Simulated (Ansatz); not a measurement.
Born–Oppenheimer molecular dynamics of a periodic cell of 12 atoms, HF (contents 6 HF, density as packed 0.98 g/cm³ with natural masses). It starts from a partly relaxed structure (largest force component 0.29 eV/Å).

Level of theory: Ansatz, DFT PBE-D3(BJ), scalar-relativistic, plane waves, PAW. Settings: cutoff 420 eV, k mesh 1x1x1, fermi-dirac smearing 0.02 eV, no spin polarisation.

```yaml
ensemble: NVT, Langevin thermostat
time_step: 0.5 fs
steps_asked: 300
set_temperature: 400 K
friction: 0.02 /fs
masses: H 2.014 u
seed: 664003
```

Frames 1 fs apart, positions in Å, forces in eV/Å.

Velocities at 45.0 fs (Å/ps):

```
F 1.00 -3.10 -1.81
H 7.08 7.70 -4.99
F -1.56 0.74 -2.93
H -20.70 2.05 5.03
F 4.52 7.02 0.21
H 2.75 -17.56 -5.25
F -4.99 -3.21 -2.10
H 9.25 -0.61 16.78
F -1.07 3.24 -5.04
H -0.34 0.81 -1.96
F 0.00 0.87 0.34
H 5.32 -3.76 3.94
```

```xyz
12
Lattice="5.8868 0.0000 0.0000 0.0000 5.8868 0.0000 0.0000 0.0000 5.8868" Properties=species:S:1:pos:R:3:forces:R:3 time_fs=45.0 energy_less_start_eV=0.189 T=201
F 1.878 2.489 4.941 0.30 0.09 0.19
H 1.783 3.489 4.758 0.00 -0.54 0.06
F 5.087 4.549 3.775 -0.02 -0.24 -0.58
H 4.946 4.153 2.886 -0.30 0.31 0.24
F 3.921 1.859 6.104 -1.10 0.56 -0.46
H 3.020 2.087 5.621 0.85 -0.25 0.31
F 4.129 3.925 1.502 0.16 -0.35 0.08
H 4.062 3.056 0.994 0.15 0.24 0.26
F 2.033 0.799 2.077 -0.49 0.28 0.15
H 2.751 0.244 1.903 0.46 -0.35 -0.16
F 1.517 4.752 4.447 -0.74 0.41 -0.14
H 0.542 4.789 4.182 0.73 -0.16 0.05
12
Lattice="5.8868 0.0000 0.0000 0.0000 5.8868 0.0000 0.0000 0.0000 5.8868" Properties=species:S:1:pos:R:3:forces:R:3 time_fs=46.0 energy_less_start_eV=0.175 T=205
F 1.880 2.486 4.939 0.27 0.29 0.13
H 1.789 3.494 4.753 0.02 -0.77 0.11
F 5.085 4.549 3.772 -0.03 -0.17 -0.40
H 4.923 4.156 2.892 -0.26 0.24 0.08
F 3.925 1.866 6.104 -1.09 0.40 -0.50
H 3.022 2.070 5.616 0.88 -0.13 0.35
F 4.123 3.922 1.500 0.19 -0.04 0.30
H 4.070 3.056 1.010 0.07 -0.01 0.04
F 2.032 0.802 2.073 -0.47 0.26 0.14
H 2.750 0.246 1.897 0.43 -0.33 -0.15
F 1.517 4.753 4.446 -0.56 0.38 -0.09
H 0.549 4.784 4.185 0.55 -0.13 -0.02
12
Lattice="5.8868 0.0000 0.0000 0.0000 5.8868 0.0000 0.0000 0.0000 5.8868" Properties=species:S:1:pos:R:3:forces:R:3 time_fs=47.0 energy_less_start_eV=0.163 T=213
F 1.881 2.484 4.936 0.25 0.42 0.09
H 1.795 3.497 4.750 0.03 -0.93 0.15
F 5.084 4.551 3.770 -0.04 -0.08 -0.17
H 4.899 4.164 2.899 -0.25 0.13 -0.14
F 3.929 1.872 6.103 -1.03 0.24 -0.50
H 3.026 2.050 5.615 0.85 0.00 0.36
F 4.117 3.920 1.498 0.21 0.19 0.45
H 4.076 3.054 1.024 0.01 -0.17 -0.12
F 2.030 0.805 2.069 -0.41 0.21 0.13
H 2.748 0.247 1.890 0.38 -0.29 -0.14
F 1.517 4.754 4.446 -0.23 0.36 0.00
H 0.560 4.776 4.187 0.23 -0.09 -0.11
12
Lattice="5.8868 0.0000 0.0000 0.0000 5.8868 0.0000 0.0000 0.0000 5.8868" Properties=species:S:1:pos:R:3:forces:R:3 time_fs=48.0 energy_less_start_eV=0.152 T=231
F 1.881 2.483 4.933 0.24 0.47 0.05
H 1.805 3.496 4.745 0.02 -1.02 0.18
F 5.082 4.552 3.768 -0.06 -0.07 -0.13
H 4.875 4.171 2.901 -0.21 0.10 -0.18
F 3.931 1.879 6.103 -0.86 0.06 -0.45
H 3.034 2.028 5.615 0.73 0.14 0.32
F 4.111 3.919 1.497 0.21 0.27 0.52
H 4.084 3.049 1.032 -0.05 -0.18 -0.18
F 2.028 0.809 2.065 -0.21 0.06 0.08
H 2.748 0.246 1.886 0.18 -0.14 -0.09
F 1.517 4.755 4.447 0.12 0.35 0.08
H 0.573 4.764 4.186 -0.12 -0.04 -0.20
12
Lattice="5.8868 0.0000 0.0000 0.0000 5.8868 0.0000 0.0000 0.0000 5.8868" Properties=species:S:1:pos:R:3:forces:R:3 time_fs=49.0 energy_less_start_eV=0.146 T=242
F 1.883 2.482 4.930 0.22 0.46 0.01
H 1.817 3.493 4.738 0.01 -1.04 0.21
F 5.080 4.554 3.767 -0.12 -0.11 -0.21
H 4.850 4.177 2.902 -0.15 0.12 -0.11
F 3.932 1.886 6.103 -0.57 -0.12 -0.34
H 3.046 2.003 5.617 0.51 0.28 0.23
F 4.105 3.918 1.496 0.23 0.28 0.54
H 4.094 3.046 1.038 -0.10 -0.14 -0.19
F 2.026 0.813 2.062 0.08 -0.16 0.00
H 2.748 0.243 1.881 -0.11 0.08 -0.01
F 1.516 4.756 4.447 0.41 0.34 0.14
H 0.583 4.747 4.180 -0.41 0.00 -0.27
12
Lattice="5.8868 0.0000 0.0000 0.0000 5.8868 0.0000 0.0000 0.0000 5.8868" Properties=species:S:1:pos:R:3:forces:R:3 time_fs=50.0 energy_less_start_eV=0.149 T=222
F 1.886 2.483 4.927 0.20 0.34 -0.01
H 1.825 3.487 4.729 0.02 -0.97 0.23
F 5.079 4.554 3.766 -0.19 -0.18 -0.36
H 4.824 4.184 2.898 -0.07 0.16 0.03
F 3.932 1.892 6.102 -0.25 -0.27 -0.22
H 3.060 1.980 5.614 0.25 0.41 0.13
F 4.100 3.918 1.496 0.24 0.16 0.50
H 4.102 3.039 1.040 -0.16 0.04 -0.13
F 2.024 0.817 2.059 0.28 -0.31 -0.05
H 2.747 0.240 1.878 -0.30 0.22 0.04
F 1.516 4.757 4.446 0.63 0.34 0.19
H 0.592 4.729 4.177 -0.65 0.05 -0.34
12
Lattice="5.8868 0.0000 0.0000 0.0000 5.8868 0.0000 0.0000 0.0000 5.8868" Properties=species:S:1:pos:R:3:forces:R:3 time_fs=51.0 energy_less_start_eV=0.155 T=214
F 1.889 2.484 4.925 0.18 0.16 -0.03
H 1.831 3.477 4.718 0.03 -0.82 0.24
F 5.076 4.553 3.763 -0.24 -0.22 -0.47
H 4.800 4.193 2.893 0.01 0.18 0.13
F 3.933 1.898 6.101 0.12 -0.39 -0.07
H 3.077 1.962 5.608 -0.06 0.51 0.00
F 4.096 3.918 1.498 0.25 -0.06 0.40
H 4.110 3.030 1.040 -0.21 0.30 -0.02
F 2.022 0.821 2.057 0.46 -0.44 -0.11
H 2.746 0.239 1.869 -0.48 0.36 0.09
F 1.516 4.756 4.445 0.68 0.35 0.19
H 0.597 4.715 4.170 -0.73 0.08 -0.36
12
Lattice="5.8868 0.0000 0.0000 0.0000 5.8868 0.0000 0.0000 0.0000 5.8868" Properties=species:S:1:pos:R:3:forces:R:3 time_fs=52.0 energy_less_start_eV=0.166 T=216
F 1.891 2.485 4.923 0.18 -0.05 -0.03
H 1.839 3.466 4.706 0.02 -0.62 0.24
F 5.074 4.551 3.761 -0.32 -0.27 -0.62
H 4.776 4.207 2.885 0.11 0.20 0.27
F 3.934 1.903 6.101 0.54 -0.49 0.13
H 3.095 1.946 5.603 -0.43 0.58 -0.17
F 4.092 3.918 1.500 0.26 -0.21 0.32
H 4.119 3.024 1.040 -0.27 0.50 0.06
F 2.020 0.825 2.055 0.55 -0.51 -0.14
H 2.741 0.239 1.862 -0.57 0.42 0.12
F 1.517 4.756 4.444 0.54 0.34 0.13
H 0.598 4.700 4.160 -0.61 0.11 -0.32
12
Lattice="5.8868 0.0000 0.0000 0.0000 5.8868 0.0000 0.0000 0.0000 5.8868" Properties=species:S:1:pos:R:3:forces:R:3 time_fs=53.0 energy_less_start_eV=0.184 T=199
F 1.893 2.485 4.920 0.18 -0.28 -0.01
H 1.849 3.454 4.694 0.00 -0.38 0.21
F 5.072 4.548 3.760 -0.39 -0.29 -0.74
H 4.752 4.223 2.879 0.22 0.18 0.39
F 3.936 1.907 6.100 0.98 -0.56 0.35
H 3.114 1.935 5.600 -0.82 0.60 -0.38
F 4.088 3.916 1.502 0.27 -0.18 0.32
H 4.129 3.023 1.042 -0.31 0.53 0.08
F 2.018 0.828 2.052 0.64 -0.58 -0.17
H 2.737 0.236 1.856 -0.66 0.49 0.15
F 1.519 4.758 4.443 0.29 0.31 0.03
H 0.598 4.686 4.151 -0.39 0.16 -0.24
12
Lattice="5.8868 0.0000 0.0000 0.0000 5.8868 0.0000 0.0000 0.0000 5.8868" Properties=species:S:1:pos:R:3:forces:R:3 time_fs=54.0 energy_less_start_eV=0.196 T=206
F 1.894 2.484 4.917 0.19 -0.45 0.00
H 1.857 3.444 4.681 -0.02 -0.19 0.20
F 5.071 4.546 3.758 -0.42 -0.27 -0.77
H 4.731 4.239 2.876 0.30 0.14 0.43
F 3.938 1.911 6.101 1.08 -0.60 0.37
H 3.126 1.928 5.591 -0.90 0.61 -0.41
F 4.085 3.914 1.504 0.25 0.06 0.43
H 4.140 3.030 1.045 -0.34 0.34 -0.01
F 2.017 0.831 2.050 0.68 -0.62 -0.18
H 2.732 0.235 1.850 -0.70 0.54 0.16
F 1.522 4.761 4.441 -0.12 0.22 -0.12
H 0.594 4.671 4.137 0.00 0.23 -0.10
12
Lattice="5.8868 0.0000 0.0000 0.0000 5.8868 0.0000 0.0000 0.0000 5.8868" Properties=species:S:1:pos:R:3:forces:R:3 time_fs=55.0 energy_less_start_eV=0.206 T=202
F 1.895 2.483 4.914 0.20 -0.72 0.04
H 1.866 3.431 4.667 -0.03 0.11 0.17
F 5.069 4.543 3.755 -0.44 -0.25 -0.76
H 4.708 4.255 2.874 0.38 0.08 0.44
F 3.941 1.914 6.103 0.92 -0.63 0.24
H 3.131 1.925 5.582 -0.73 0.62 -0.29
F 4.083 3.913 1.505 0.22 0.33 0.54
H 4.147 3.038 1.048 -0.34 0.11 -0.12
F 2.016 0.834 2.048 0.58 -0.54 -0.16
H 2.726 0.237 1.845 -0.61 0.47 0.14
F 1.526 4.762 4.439 -0.58 0.13 -0.30
H 0.589 4.660 4.122 0.43 0.30 0.06
12
Lattice="5.8868 0.0000 0.0000 0.0000 5.8868 0.0000 0.0000 0.0000 5.8868" Properties=species:S:1:pos:R:3:forces:R:3 time_fs=56.0 energy_less_start_eV=0.217 T=166
F 1.897 2.481 4.914 0.21 -0.95 0.07
H 1.873 3.418 4.653 -0.04 0.37 0.13
F 5.067 4.542 3.752 -0.45 -0.22 -0.74
H 4.686 4.271 2.874 0.45 0.02 0.42
F 3.944 1.918 6.106 0.61 -0.64 0.02
H 3.132 1.926 5.569 -0.43 0.62 -0.07
F 4.082 3.912 1.506 0.19 0.57 0.64
H 4.151 3.046 1.050 -0.33 -0.10 -0.21
F 2.017 0.837 2.047 0.32 -0.33 -0.08
H 2.720 0.243 1.842 -0.36 0.26 0.06
F 1.529 4.764 4.436 -0.92 0.02 -0.46
H 0.587 4.651 4.104 0.75 0.38 0.21
```

Of the whole run (150 fs, mean temperature of the second half 303 K): The mean temperature of the second half is 24 % below the set value. A run of 0.15 ps of so small a system gives no equilibrium averages. Limits of this set-up: coarse k mesh.

Time of the run: 3.3 min on 1 CPU thread of a shared host.
